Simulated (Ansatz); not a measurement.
Reaction (isomerisation): `O=C([SiH3])C(F)F` → `C[Si](F)(F)C=O`

Program: Ansatz. Geometries: PBE0-D4/def2-TZVP. ΔE: electronic, gas phase. CBS: MP2 limit from def2 TZ/QZ plus the TZ coupled-cluster correction, frozen cores. Functionals use def2-TZVPP. B3LYP here is the variant with VWN-RPA as its local correlation; programs differ in this. Each species was taken in one conformer, which may not be the lowest.

```csv
level,ΔE (kJ/mol),difference from CCSD(T)/CBS
PBE-D4,-420.4,40.0
r2SCAN-D4,-444.3,16.1
PBE0-D4,-434.4,26.0
B3LYP-D4,-442.7,17.7
ωB97X-V,-435.3,25.1
ωB97M-V,-446.9,13.5
B2PLYP,-452.7,7.7
PBE,-419.7,40.7
r2SCAN,-444.2,16.2
PBE0,-433.8,26.6
B3LYP,-441.4,19.0
HF/def2-TZVPP,-450.8,9.6
MP2/def2-TZVPP,-469.9,-9.5
SCS-MP2/def2-TZVPP,-459.3,1.1
CCSD/def2-TZVPP,-453.3,7.1
CCSD(T)/def2-TZVPP,-449.2,11.2
HF/def2-QZVPP,-455.3,5.1
MP2/def2-QZVPP,-477.9,-17.5
SCS-MP2/def2-QZVPP,-467.7,-7.3
HF/CBS(def2),-455.9,4.5
MP2/CBS(def2),-481.1,-20.7
CCSD/CBS(def2),-464.5,-4.1
CCSD(T)/CBS,-460.4,0
```

Largest T1 diagnostic among the species: 0.014.

From PBE to PBE0 (25 % exact exchange), in def2-TZVPP and without D4, ΔE moves by −14.1 kJ/mol.
